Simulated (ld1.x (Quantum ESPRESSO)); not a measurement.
**Building the ultrasoft potential for manganese (PBEsol, scalar-relativistic).**

ld1.x (Quantum ESPRESSO) 7.5 input, shortened:

```
&input
   title='Mn', zed=25., rel=1, dft='PBESOL', iswitch=3,
   config='[Ar] 3d5 4s2 4p0'
 /
 &inputp
   pseudotype=3, tm=.true., lloc=-1, rcloc=1.25,
   nlcc=.true., rcore=1.30,
   which_augfun='PSQ', rmatch_augfun_nc=.true.
 /
6
3S  1  0   2.00   0.00  1.35  1.60  0.0
4S  2  0   2.00   0.00  1.35  1.60  0.0
3P  2  1   6.00   0.00  1.25  1.45  0.0
4P  3  1   0.00   0.00  1.25  1.45  0.0
3D  3  2   5.00   0.00  1.15  1.50  0.0
3D  3  2   0.00  -0.15  1.15  1.50  0.0
 &test
   configts(1)='3s2 3p6 3d5 4s2 4p0'
 /
```

Poles of the logarithmic derivatives, all-electron (AE) and pseudo (PS). s: poles at -6.0 (AE) and -6.0 (PS) Ry. p: poles at -3.6 (AE) and -3.6, 3.2 (PS) Ry. d: poles at 0.3 (AE) and 0.3 (PS) Ry. Test radius 1.75 bohr.

* Largest excitation error: +33 meV (all-electron minus pseudo) for 3s2 3p5 3d5 4s2 4p0, out of 7 test configurations
* Lowest eigenvalue of the overlap operator: -0.67 (p channel); it is negative, so in a basis up to 400 Ry S is not positive definite and the file is unfit for use
* Density cutoff estimated by the generator: 308 Ry

The ghost test of this file was not conclusive. Its overlap operator is not positive definite in a basis up to 400 Ry (lowest eigenvalue p -0.67), so the file is unfit for use: the generalised eigenproblem breaks down once the basis is large enough, and its test numbers describe a broken file.
